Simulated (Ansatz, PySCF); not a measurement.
Pair of molecules: HCl (SMILES Cl) (first 2 atoms) with HBr (SMILES Br); geometry from B3LYP-D3(BJ)/def2-TZVP, rigid monomers moved along the line of their centres of mass till Cl1···H4 is 2.28 Å.
(charge 0, multiplicity 1):
| atom | x (Å) | y (Å) | z (Å) |
|---|---|---|---|
| Cl | 0.5348 | -0.4660 | -0.2256 |
| H | 0.8003 | 0.7857 | -0.1236 |
| Br | 0.2008 | -0.3170 | 3.4367 |
| H | 0.2787 | -0.5997 | 2.0366 |

Interaction energies are E(AB) − E(A) − E(B) at the monomers' geometry in the complex; basis-set methods are counterpoise corrected.

Correlated levels freeze the cores. Filled d and f shells under p-block atoms count as core. CBS(a, b) extrapolates the correlation energy as X⁻³ and adds the Hartree–Fock energy of set b.

Codes used: Ansatz (Gaussian orbitals); PySCF for the dispersion terms. Each number belongs to the level named beside it.

PBE/def2-TZVPPD gives -5.4 kJ/mol for the interaction energy.

Question: Where do these levels fall relative to PBE: PBE-D3(BJ)/def2-TZVPPD, r2SCAN/def2-TZVPPD, B3LYP/def2-TZVPPD, wB97M-V/def2-TZVPPD, MP2/CBS(def2-TZVPPD, def2-QZVPPD), CCSD(T)/CBS(def2-TZVPPD, def2-QZVPPD).

Answer: PBE-D3(BJ)/def2-TZVPPD -3.3; r2SCAN/def2-TZVPPD 0.0; B3LYP/def2-TZVPPD 5.0; wB97M-V/def2-TZVPPD 1.7; MP2/CBS(def2-TZVPPD, def2-QZVPPD) -1.0; CCSD(T)/CBS(def2-TZVPPD, def2-QZVPPD) 1.2 kJ/mol. 3 of 6 lie above PBE; the widest gap is to B3LYP/def2-TZVPPD.

Ansatz is a program for electronic structure.
